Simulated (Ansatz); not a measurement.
Program: Ansatz. Geometries: PBE0-D4/def2-TZVP. ΔE: electronic, gas phase. CCSD(T)/CBS is the MP2 limit (def2-TZVPP, def2-QZVPP) plus CCSD(T) − MP2 in def2-TZVPP, frozen cores. This one scheme is used for every species. Functionals use def2-TZVPP. Open shells (•) are unrestricted, without spin–orbit coupling. For Ge outer-core shells are correlated without core-valence functions, which leaves a few kJ/mol of doubt a bond. Scalar relativity is left out up to krypton. Each species was taken in one conformer, which may not be the lowest.

`[OH][Ge]([OH])([F])[F]` → `[OH][Ge]([F])[F]`• + `[OH]`•  (homolysis of the Ge–O bond)

`[OH][Ge]([OH])([F])[F]`:

Cartesian coordinates in Å:
```
O -0.853 0.698 -1.223
Ge -0.047 -0.133 0.065
O 1.367 0.762 0.512
F -1.047 -0.338 1.444
F 0.319 -1.733 -0.435
H -1.350 0.106 -1.796
H 1.611 0.638 1.433
```

`[OH][Ge]([F])[F]`•:

Z-matrix (Å, degrees):
```
Ge
O 1 1.763
F 1 1.735 2 108.6
F 1 1.724 2 104.7 3 113.0
H 2 0.963 1 112.7 3 51.0
```

`[OH]`•:

Z-matrix (Å, degrees):
```
O
H 1 0.973
```

| species | r2SCANh-D4 energy (Eh) |
| --- | --- |
| `[OH][Ge]([OH])([F])[F]` | -2428.45906 |
| `[OH][Ge]([F])[F]`• | -2352.56402 |
| `[OH]`• | -75.72736 |

**Question.** Work out ΔE.

**Answer.** ΔE = (-2352.56402) + (-75.72736) − (-2428.45906) = 0.16768 Eh = +440.2 kJ/mol. CCSD(T)/CBS gives +479.8 kJ/mol.

Largest T1 diagnostic among the species: 0.015.

The D4 term adds +7.0 kJ/mol with B3LYP and +3.7 kJ/mol with PBE0; it sums over pairs of atoms, weighted by their polarisabilities, and B3LYP, whose exchange is more repulsive, gets the larger term. At CCSD(T), def2-SVP lies −24.9 kJ/mol from the extrapolated value and def2-TZVPP −11.1 kJ/mol: correlation converges slowly with the basis, and small sets miss more of it in the bonded molecule than in its fragments.

B3LYP here is the variant with VWN-RPA as its local correlation; programs differ in this.
